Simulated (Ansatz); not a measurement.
Cartesian coordinates in Å:
```
C -0.9668 -0.2778 -1.0640
N -0.4686 -0.4697 0.0671
B 0.3448 0.3080 0.9432
O 1.6919 0.1726 1.0249
F -0.2335 1.1398 1.8046
H -1.5841 -1.0493 -1.5355
H -0.8288 0.6445 -1.6451
H 2.0451 -0.4682 0.4048
```

The species carries charge 0 and has multiplicity 1.

(1) List the PBE0/def2-TZVPP orbital energies in eV (Ansatz 0.2.0). (Best estimate.)

Answers

(1) Ansatz gave: Occupied: -673.79, -523.23, -391.56, -280.16, -186.50, -33.56, -29.04, -25.83, -18.31, -16.33, -14.98, -14.17, -13.52, -12.62, -11.93, -11.16, -10.29, -9.92, -7.65. Lowest empty: -1.13, 0.62, 1.33, 2.34, 2.55, 3.15, 3.85, 4.07.
